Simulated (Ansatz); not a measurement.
`O/C(S)=[CH]\[GeH3]` + `NB(O)F` → `OB(F)[NH][GeH3]` + `C=C(O)S`  (ligand exchange at a Ge–C bond)

Calculated with Ansatz (gas phase, PBE0-D4/def2-TZVP geometries, no zero-point term in ΔE). CCSD(T)/CBS is the MP2 limit (def2-TZVPP, def2-QZVPP) plus CCSD(T) − MP2 in def2-TZVPP, frozen cores. Functionals use def2-TZVPP. B3LYP here is the variant with VWN-RPA as its local correlation; programs differ in this. For Ge outer-core shells are correlated without core-valence functions, which leaves a few kJ/mol of doubt a bond. Scalar relativity is left out up to krypton. Each species was taken in one conformer, which may not be the lowest.

```csv
level,ΔE (kcal/mol)
PBE-D4,-2.5
PBE0-D4,-2.8
r2SCAN,-3.2
PBE0,-3.0
B3LYP,-4.7
SCS-MP2/def2-TZVPP,-5.1
MP2/def2-QZVPP,-3.6
CCSD/CBS(def2),-4.7
```

Q: What does CCSD(T)/CBS give? (Best estimate.)

A: Computed: -4.2 kcal/mol. The listed levels differ from it by 1.7, 1.4, 1.0, 1.2, -0.5, -0.9, 0.6, -0.5 kcal/mol.

Largest T1 diagnostic among the species: 0.013.

In def2-TZVPP, CCSD(T) changes the Hartree–Fock value by +2.8 kcal/mol (the triples alone add +0.5 kcal/mol) and MP2 by +3.7 kcal/mol.
